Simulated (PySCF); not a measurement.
Correlation energy of Sb (antimony, neutral)

[Kr] 4d10 5s2 5p3, high-spin 4S determinant. All numbers are calculated (PySCF 2.14, the spin-free X2C one-electron Hamiltonian (Gaussian nucleus), in x2c-SVPall). Frozen: [Kr] 4d10; 5 electrons correlated.

MP2 pair energies summed by pair of shells (mhartree):

```
 pair  energy  share (%)
5s-5p  -28.59       64.3
5p-5p  -10.41       23.4
5s-5s   -5.47       12.3
```

Total MP2 correlation energy: -44.47 mhartree.

Same-spin part -12.32 and opposite-spin part -32.15 mhartree; SCS-MP2 scales them by 1/3 and 6/5 to -42.69 mhartree.

```json
{"level": "CCSD", "correlation energy (mhartree)": "-57.04"}
{"level": "(T)", "correlation energy (mhartree)": "-0.59"}
{"level": "CCSD(T)", "correlation energy (mhartree)": "-57.63"}
```

Diagnostics: T1 = 0.0032, D1 = 0.0070, largest double amplitude 0.063.

Cost of the coupled-cluster step: 0.09 s of wall time on 1 thread of Neoverse-V1 (shared host), for 5 correlated electrons.

Iterations:

```
CC2 = 0
CCSD nocc = (np.int64(4), np.int64(1)), nmo = (13, 13)
frozen orbitals [[0, 1, 2, 3, 4, 5, 6, 7, 8, 9, 10, 11, 12, 13, 14, 15, 16, 17, 18, 19, 20, 21, 22], [0, 1, 2, 3, 4, 5, 6, 7, 8, 9, 10, 11, 12, 13, 14, 15, 16, 17, 18, 19, 20, 21, 22]]
max_cycle = 100
direct = 0
conv_tol = 1e-08
conv_tol_normt = 1e-06
diis_space = 8
diis_start_cycle = 0
Init t2, MP2 energy = -0.0444711953161655
Init E_corr(UCCSD) = -0.0444711953333109
cycle = 1  E_corr(UCCSD) = -0.0541493701694553  dE = -0.00967817484  norm(t1,t2) = 0.0402568
cycle = 2  E_corr(UCCSD) = -0.0562882748099443  dE = -0.00213890464  norm(t1,t2) = 0.0110346
cycle = 3  E_corr(UCCSD) = -0.0570566336030316  dE = -0.000768358793  norm(t1,t2) = 0.00366841
cycle = 4  E_corr(UCCSD) = -0.0570425645984628  dE = 1.40690046e-05  norm(t1,t2) = 0.000420016
cycle = 5  E_corr(UCCSD) = -0.0570432051499669  dE = -6.40551504e-07  norm(t1,t2) = 3.76888e-05
cycle = 6  E_corr(UCCSD) = -0.0570427420402677  dE = 4.63109699e-07  norm(t1,t2) = 7.99372e-06
cycle = 7  E_corr(UCCSD) = -0.0570429998889798  dE = -2.57848712e-07  norm(t1,t2) = 1.86198e-06
cycle = 8  E_corr(UCCSD) = -0.0570429287298006  dE = 7.11591792e-08  norm(t1,t2) = 3.31398e-07
cycle = 9  E_corr(UCCSD) = -0.0570429338430049  dE = -5.11320433e-09  norm(t1,t2) = 5.00481e-08
UCCSD converged
E(UCCSD) = -6477.313007700718  E_corr = -0.05704293384300494
UCCSD(T) correction = -0.000587093774903211
```
